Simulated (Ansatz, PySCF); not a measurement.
Gas-phase reaction in SMILES: F[Si](F)(I)I + 4 [H][H] (H2) -> 2 F (HF) + 2 I (HI) + [SiH4] (SiH4)
Geometries: B3LYP-D3(BJ)/def2-TZVP minima from Ansatz (a program for electronic structure).

Quantity: energy of full hydrogenation (enthalpy at 298 K, with B3LYP-D3(BJ) rigid-rotor harmonic-oscillator terms from PySCF), in kJ/mol. Cores are frozen in the correlated levels unless marked. No spin-orbit coupling. Frozen are the shells of the preceding noble gas and the d and f shells that filled before the atom's block. Past Kr the def2 sets carry scalar-relativistic core potentials. STO-3G rows are all-electron and non-relativistic. CBS(X,Y): correlation extrapolated as X^-3; Hartree-Fock from the larger set.

```csv
level,program,energy of full hydrogenation (kJ/mol)
BLYP-D4/def2-TZVPD,Ansatz + dftd4,382.6
```

Problem. Estimate the value at CCSD(T)/CBS(def2-TZVPPD,def2-QZVPPD) as computed with Ansatz.

Solution. 375.4 kJ/mol
